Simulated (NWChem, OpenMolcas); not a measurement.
**How basis sets differ on CH5FOSn (SMILES [CH3][SnH]([OH])[F])**

The species is CH5FOSn (9 atoms), meant as a singlet with charge 0. SMILES: `[CH3][SnH]([OH])[F]`. Geometry: relaxed at PBE0-D4/def2-TZVP. This is one conformer, not always the lowest.

```xyz
9

C    -0.3480    1.3209   -0.1726
Sn   -0.2712   -0.7574    0.2376
O     1.5274   -1.3464    0.7250
F    -0.6132   -1.5960   -1.4646
H    -1.3617    1.6034   -0.4558
H    -0.0436    1.8854    0.7085
H     0.3298    1.5391   -0.9976
H    -1.3087   -1.4770    1.3718
H     2.1777   -1.2184    0.0306
```

Quantity: the dipole moment, in D. The values are calculated.

```csv
level,kind,program,value (D),CPU time
HF/STO-3G,Hartree–Fock,OpenMolcas,1.61,2.3 s
HF/3-21G,Hartree–Fock,OpenMolcas,2.96,3.3 s
HF/def2-SVP (core potential),Hartree–Fock,OpenMolcas,3.23,7.4 s
HF/def2-SVPD (core potential),Hartree–Fock,NWChem,3.28,58 s
```

All-electron rows without a relativistic Hamiltonian named are non-relativistic, while core potentials hold scalar relativity, so basis and relativity change together. The values span 1.61 to 3.28 D. Magnitudes only. Sets without polarisation functions give poor dipoles. Times are those of the runs behind each value, whatever else they computed, on shared processors of several kinds: orders of magnitude only.
